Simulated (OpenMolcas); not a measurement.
Ni2+.

```
Program             : OpenMolcas
Basis               : ANO-RCC-VTZP [6s5p3d2f1g]
Scalar Hamiltonian  : DKH2, point nucleus
Active space        : 8 electrons in 9 orbitals (RAS2 3d 4s; RAS3 4p, at most 2 electrons)
State averaging     : 2S+1 = 3 even, 55 roots; 2S+1 = 5 even, 10 roots kept (CI in the orbitals of an earlier block); 2S+1 = 1 even, 50 roots kept (CI in the orbitals of an earlier block); 2S+1 = 3 odd, 54 roots; 2S+1 = 5 odd, 30 roots kept (CI in the orbitals of an earlier block); 2S+1 = 1 odd, 27 roots kept (CI in the orbitals of an earlier block, 20 in the spin-orbit step)
Spin-orbit coupling : RASSI with atomic mean-field integrals over the reference wave functions, term energies averaged over their components
```

Two sets of levels on these reference wave functions, in cm⁻¹ above 3d⁸ ³F₄: one from RASSCF and one from MS-RASPT2, IPEA 0.25 Eh, imaginary shift 0.1 Eh (closed shells correlated: 3s 3p).

```
        Level  Set 1  Set 2
      3d⁸ ³F₄    0.0    0.0
      3d⁸ ³F₃   1450   1446
      3d⁸ ³F₂   2410   2440
      3d⁸ ¹D₂  13130  18040
      3d⁸ ³P₂  16520  21840
      3d⁸ ³P₁  16880  22250
      3d⁸ ³P₀  17150  22540
      3d⁸ ¹G₄  22750  28180
   3d⁷ 4s ⁵F₅  53730  31760
   3d⁷ 4s ⁵F₄  54620  32660
   3d⁷ 4s ⁵F₃  55330  33370
   3d⁷ 4s ⁵F₂  55860  33900
   3d⁷ 4s ⁵F₁  56200  34240
3d⁷ 4s ³F₄(1)  60590  39860
3d⁷ 4s ³F₃(1)  61800  41080
3d⁷ 4s ³F₂(1)  62640  41920
```

Question: Which set is which?

Answer: Set 1 is MS-RASPT2. Its levels of the other terms of 3d⁸ lie at 0.73 to 0.81 of the other set's values, as expected, since terms of lower spin or lower L gain more correlation energy than the Hund ground term. Against 12 measured levels (Corliss and Sugar, J. Phys. Chem. Ref. Data 10, 197 (1981)) the mean absolute deviation is 180 cm-1 with it and 11000 cm-1 without; single levels miss by up to 900 cm-1 with it.

CASPT2 breaks the degeneracy within a term, and the mean is taken; among the terms shown or strongly mixed into the levels shown the widest spread is 2600 cm-1 (3d⁸ ³F, MS-RASPT2). Some high roots are left out of the spin-orbit mixing, which shifts the levels that they would mix with. Terms from blocks run as CI alone lack orbitals of their own. A single d shell beside an s shell can misplace configurations of different d count against each other. Without dynamic correlation excited terms often stand tens of per cent too high (terms of higher spin than the ground term too low), and those without a measured partner can miss by more than the paired ones (holds for RASSCF). Some levels mix across a computed gap that differs much from the measured one, so their mixing is not that of the real levels (holds for RASSCF). Computed and measured levels are paired by configuration, term and J; levels that our copy of the source lacks, or whose pairing is in doubt (as where it misses far off the trend of its configuration), stay unpaired and out of the deviations. Only configurations of the active space appear. The table leaves out levels that lie high or whose names do not pair safely across all columns.

A number in round brackets counts repeated terms of one configuration in the order of the reference energies.
